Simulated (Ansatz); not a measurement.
`[CH3][GeH2][TeH]` + `[AlH2][NH][SiH3]` → `[SiH3][NH][AlH][TeH]` + `[CH3][GeH3]`  (formal exchange of groups at a Te–Ge bond)

Isolated molecules relaxed with PBE0-D4/def2-TZVP in Ansatz; ΔE leaves out vibrations. CCSD(T)/CBS is the MP2 limit (def2-TZVPP, def2-QZVPP) plus CCSD(T) − MP2 in def2-TZVPP, frozen cores. Functionals use def2-TZVPP. B3LYP here is the variant with VWN-RPA as its local correlation; programs differ in this. def2 core potentials past Kr. For Ge, Te outer-core shells are correlated without core-valence functions, which leaves a few kJ/mol of doubt a bond. Scalar relativity is left out up to krypton. Each species was taken in one conformer, which may not be the lowest.

`[CH3][GeH2][TeH]`:

Cartesian coordinates in Å:
```
C -0.653 -1.097 0.183
Ge 0.690 0.298 0.419
Te 0.913 1.731 -1.695
H -0.712 -1.715 1.081
H -0.389 -1.725 -0.668
H -1.629 -0.647 -0.002
H 2.093 -0.301 0.623
H 0.340 1.200 1.616
H -0.653 2.256 -1.557
```

`[AlH2][NH][SiH3]`:

```xyz
9

Al    1.323    0.457    1.102
N     0.450   -0.418   -0.182
Si   -1.161   -0.189   -0.761
H     0.565    1.621    1.856
H     2.810    0.009    1.408
H     0.963   -1.158   -0.645
H    -1.192    0.164   -2.209
H    -1.759    0.923    0.021
H    -1.999   -1.409   -0.590
```

`[SiH3][NH][AlH][TeH]`:

Z-matrix (Å, degrees):
```
Si
N 1 1.726
H 1 1.489 2 111.8
H 1 1.485 2 108.1 3 119.7
H 1 1.489 2 112.0 3 -120.5
Al 2 1.781 1 133.8 3 -120.6
H 2 1.014 1 113.3 3 59.5
Te 6 2.527 2 123.0 1 -0.2
H 6 1.579 2 118.4 1 179.9
H 8 1.656 6 91.8 2 -0.0
```

`[CH3][GeH3]`:

Z-matrix (Å, degrees):
```
C
Ge 1 1.953
H 1 1.091 2 110.3
H 1 1.090 2 110.3 3 120.0
H 1 1.090 2 110.3 3 -120.0
H 2 1.539 1 110.4 3 -59.8
H 2 1.539 1 110.4 3 60.2
H 2 1.539 1 110.4 3 -179.8
```

```csv
level,ΔE (kJ/mol),difference from CCSD(T)/CBS
PBE-D4,-48.8,2.9
r2SCAN-D4,-51.4,0.3
PBE0-D4,-50.7,1.0
B3LYP-D4,-46.0,5.7
ωB97X-V,-48.0,3.7
ωB97M-V,-47.5,4.2
B2PLYP,-47.6,4.1
PBE,-48.1,3.6
r2SCAN,-51.1,0.6
PBE0,-49.9,1.8
B3LYP,-45.0,6.7
HF/def2-TZVPP,-47.1,4.6
MP2/def2-TZVPP,-51.0,0.7
SCS-MP2/def2-TZVPP,-48.8,2.9
CCSD/def2-TZVPP,-51.0,0.7
CCSD(T)/def2-TZVPP,-51.6,0.1
HF/def2-QZVPP,-46.6,5.1
MP2/def2-QZVPP,-50.9,0.8
SCS-MP2/def2-QZVPP,-49.0,2.7
HF/CBS(def2),-46.6,5.1
MP2/CBS(def2),-51.0,0.7
CCSD/CBS(def2),-51.0,0.7
CCSD(T)/CBS,-51.7,0
```

Largest T1 diagnostic among the species: 0.011.

In def2-TZVPP, CCSD(T) changes the Hartree–Fock value by −4.5 kJ/mol (the triples alone add −0.6 kJ/mol) and MP2 by −3.9 kJ/mol.
